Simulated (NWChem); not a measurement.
System: BaBrF; SMILES [F][Ba][Br]

```xyz
3

Ba    -0.3040    -0.8875     0.0000
F      1.3309    -2.3955     0.0000
Br     0.1442     2.0360     0.0000
```
Atoms are numbered in this order, from 1.

Program: NWChem. All runs use the structure optimised with PBE0/def2-SVP. Not confirmed as a minimum by frequencies. def2 effective core potentials on Ba; no spin-orbit coupling. Ions are spin-unrestricted doublets at the neutral geometry; other ion states weren't tried.

For level PBE/def2-SVP:

vertical ionisation energy, ΔSCF (eV): 8.90
−ε(HOMO) (eV): 5.53

Question: Estimate the same quantities for level PBE0/def2-SVP.

Answer: 
- vertical ionisation energy, ΔSCF (eV) = 9.18
- −ε(HOMO) (eV) = 6.74
